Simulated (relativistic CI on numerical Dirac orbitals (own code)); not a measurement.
## One change at a time: Hg52+

Base calculation: Dirac-Coulomb-Breit CI, separate exchange-only KLI orbitals for each configuration, model QED, unscaled Slater integrals.

Configurations in the expansion (outside the closed core [Ne]): 3s²3p⁶3d¹⁰, 3s²3p⁶3d⁹4s, 3s²3p⁶3d⁹4p, 3s²3p⁶3d⁹4d, 3s²3p⁵3d¹⁰4s, 3s²3p⁶3d⁹4f, 3s²3p⁵3d¹⁰4p, 3s²3p⁶3d⁸4s², 3s²3p⁵3d¹⁰4d, 3s²3p⁶3d⁸4s4p, 3s3p⁶3d¹⁰4s, 3s²3p⁶3d⁹5s, 3s²3p⁵3d¹⁰4f, 3s²3p⁶3d⁸4p², 3s²3p⁶3d⁸4s4d, 3s²3p⁶3d⁹5p, 3s3p⁶3d¹⁰4p, 3s²3p⁵3d⁹4s², 3s²3p⁶3d⁹5d, 3s²3p⁶3d⁸4p4d, 3s²3p⁶3d⁹5f, 3s²3p⁵3d⁹4s4p, 3s²3p⁶3d⁹5g, 3s3p⁶3d¹⁰4d, 3s²3p⁶3d⁸4d², 3s²3p⁵3d⁹4p², 3s²3p⁵3d⁹4s4d, 3s3p⁶3d¹⁰4f, 3s3p⁶3d⁹4s², 3s²3p⁵3d¹⁰5s, 3s²3p⁶3d⁹6s, 3s²3p⁴3d¹⁰4s², 3s²3p⁵3d⁹4p4d, 3s²3p⁶3d⁹6p, 3s²3p⁵3d¹⁰5p, 3s²3p⁶3d⁹6d. Levels of other configurations are missing.

Variants: (1) Breit term removed. Shifts of the energy above 3s²3p⁶3d¹⁰ ¹S0, in eV, for the lowest level and the first level of each name with at least 55 % of one term (blank where a level changes its place among those of its configuration and J or its character, or is not in the variant):

```csv
Level,Base,Δ(1)
3s²3p⁶3d¹⁰ ¹S0,0.00,0.00
3s²3p⁶3d⁹4s ³D3,1920.46,+1.41
3s²3p⁶3d⁹4s ¹D2,1922.58,+1.31
3s²3p⁶3d⁹4s ³D1,2017.58,+3.15
3s²3p⁶3d⁹4s ³D2,2018.91,+3.27
3s²3p⁶3d⁹4p ³F°2,2128.97,+1.76
3s²3p⁶3d⁹4p ³F°4,2187.34,+1.56
3s²3p⁶3d⁹4p ¹P°1,2190.73,+1.30
3s²3p⁶3d⁹4p ³D°3,2193.14,+1.35
3s²3p⁶3d⁹4p ³P°0,2280.86,+3.00
3s²3p⁶3d⁹4d ¹P1,2384.83,+2.87
3s²3p⁶3d⁹4d ³G5,2386.75,+3.09
3s²3p⁶3d⁹4d ³D3,2391.29,+2.72
3s²3p⁶3d⁹4d ³F4,2393.42,+2.76
```

At this charge energies of transitions that change n are usually good to better than 1 %, and those within a shell (Δn = 0) to a few per cent.

Ionisation energy from the two ground configurations alone: base 5055.51 eV; Breit term removed 5059.62 eV. The NIST ASD value (theoretical) is 5055 eV.

LS names give the leading component of a level, which can be under half, so a name can repeat, a term be missing and a line seem to break the LS rules.
